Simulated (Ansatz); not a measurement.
C₂H₈FN₂Nb, SMILES `C[N]=[Nb]([CH3])([NH2])[F]`, charge 0, multiplicity 1.

Problem. Give a relaxed structure at PBE0-D4/def2-TZVP (Ansatz). (An estimate is asked.)

Solution. Computed: 
Cartesian coordinates in Å:
```
C 1.912 1.540 -0.273
N 0.961 0.531 0.028
Nb -0.151 -0.688 0.589
C -2.078 0.267 0.359
N -0.034 -2.112 -0.762
F 0.104 -1.191 2.401
H 1.423 2.410 -0.725
H 2.442 1.875 0.625
H 2.657 1.168 -0.986
H -2.882 -0.437 0.605
H -2.145 1.118 1.047
H -2.242 0.641 -0.654
H 0.535 -2.120 -1.595
H -0.504 -3.003 -0.657
```
This is one stationary point; other conformers may exist.
